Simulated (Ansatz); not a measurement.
Reaction (formal exchange of groups at the Se–Sn bond): `C[O][SnH2][SeH]` + `C[O][GeH]([F])[Cl]` → `C[O][Ge]([F])([Cl])[SeH]` + `C[O][SnH3]`

Isolated molecules relaxed with PBE0-D4/def2-TZVP in Ansatz; ΔE leaves out vibrations. CBS: MP2 limit from def2 TZ/QZ plus the TZ coupled-cluster correction, frozen cores. DFT in def2-TZVPP. B3LYP here is the variant with VWN-RPA as its local correlation; programs differ in this. Elements past krypton have def2 core potentials. For Ge, Se, Sn outer-core shells are correlated without core-valence functions, which leaves a few kJ/mol of doubt a bond. Scalar relativity is left out up to krypton. Each species was taken in one conformer, which may not be the lowest.

```csv
species,B3LYP energy (Eh)
`C[O][SnH2][SeH]`,-2732.97360
`C[O][GeH]([F])[Cl]`,-2753.04873
`C[O][Ge]([F])([Cl])[SeH]`,-5154.67203
`C[O][SnH3]`,-331.34117
```

Work out ΔE.

ΔE = (-5154.67203) + (-331.34117) − (-2732.97360) − (-2753.04873) = 0.00913 Eh = +24.0 kJ/mol. CCSD(T)/CBS gives +28.2 kJ/mol.

Largest T1 diagnostic among the species: 0.013.

In def2-TZVPP, CCSD(T) changes the Hartree–Fock value by −9.2 kJ/mol (the triples alone add −1.0 kJ/mol) and MP2 by −7.3 kJ/mol.
